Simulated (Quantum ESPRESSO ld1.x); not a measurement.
Results of a calculation; reference values are marked as such.
Problem. All-electron atom: Hf4+ in [Xe] 4f14. Code: ld1.x of Quantum ESPRESSO 7.5. Model: Dirac Kohn-Sham, BLYP, spin-unpolarised, spherical densities, point nucleus. Some entries of the table are withheld. Estimate them.

orbital  occ.  eigenvalue (eV)  <r^2> (bohr^2)
1s1/2       2       -65249.346             (1)
2s1/2       2       -11185.808        0.007580
2p1/2       2       -10684.769        0.005431
2p3/2       4        -9492.417        0.006638
3s1/2       2        -2579.869         0.04967
3p1/2       2        -2357.893         0.04570
3p3/2       4        -2102.373         0.05237
3d3/2       4        -1726.882         0.04079
3d5/2       6        -1671.151         0.04263
4s1/2       2         -552.194          0.2477
4p1/2       2         -461.296          0.2567
4p3/2       4         -402.803          0.2934
4d3/2       4         -253.498          0.3246
4d5/2       6         -242.792          0.3388
5s1/2       2         -107.498           1.421
5p1/2       2          -81.358             (2)
5p3/2       4          -73.174             (3)
4f5/2       6              (4)          0.5637
4f7/2       8              (5)          0.5847

Solution. 
(1) 1s1/2 <r^2> (bohr^2): 0.0004949
(2) 5p1/2 <r^2> (bohr^2): 1.740
(3) 5p3/2 <r^2> (bohr^2): 2.018
(4) 4f5/2 eigenvalue (eV): -58.593
(5) 4f7/2 eigenvalue (eV): -56.839
